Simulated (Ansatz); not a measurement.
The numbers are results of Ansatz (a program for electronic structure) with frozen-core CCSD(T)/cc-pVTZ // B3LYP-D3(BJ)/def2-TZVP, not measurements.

Ansatz 0.2 input:
```yaml
crystal:
  periodic: [false, false, false]
  atoms:
    - { symbol: Br, position_ang: [-1.87099, -1.228633, -0.035973] }
    - { symbol: Al, position_ang: [-0.000024, -0.000004, 0.000056] }
    - { symbol: Br, position_ang: [1.999295, -1.006277, 0.038921] }
    - { symbol: Br, position_ang: [-0.128283, 2.234914, -0.003006] }
basis:
  gaussian: { orbitals: cc-pVTZ }
correlation:
  method: ccsd_t
```

Output:

```
Functional definition: HF
1066 factors; integrals over basis functions are off by at most 1.0e-3 eV
mean field evaluation 1: about -216589.0411 eV, gradient 1.7e1 eV
mean field evaluation 2: about -216589.0909 eV, gradient 1.7e1 eV
mean field evaluation 4: about -216590.1539 eV, gradient 1.5e0 eV
mean field evaluation 8: about -216590.1695 eV, gradient 1.7e-5 eV
mean field evaluation 16: about -216590.0732 eV, gradient 1.5e0 eV
mean field -216590.16948013 eV, -7959.5419183050 hartree, gradient 1.3e-6 eV, S^2 0.000000; 0 other end points of the search recorded, 0 dependent functions left out
32 core orbitals not correlated
reference -216590.16948013 eV, -7959.5419183050 hartree; 27, 27 occupied and 104, 104 virtual orbitals, 1066 factors
second order -19.91577259 eV of doubles, -0.00000000 eV of singles
cycle   1  -20.17716911 eV  change   -2.6e-1 eV  update   8.3e-2
cycle   2  -20.60097675 eV  change   -4.2e-1 eV  update   2.1e-2
cycle   3  -20.65728848 eV  change   -5.6e-2 eV  update   1.1e-2
cycle   4  -20.64274209 eV  change    1.5e-2 eV  update   2.7e-3
cycle   5  -20.64330953 eV  change   -5.7e-4 eV  update   1.0e-3
cycle   6  -20.64317481 eV  change    1.3e-4 eV  update   2.4e-4
cycle   7  -20.64303036 eV  change    1.4e-4 eV  update   7.6e-5
cycle   8  -20.64307060 eV  change   -4.0e-5 eV  update   2.3e-5
perturbative correction -0.81733286 eV, -0.0300364285 hartree
Total energy: -216611.62988359 eV, -7960.3305735856 hartree
```

Cost: roughly 2.9 core-minutes.
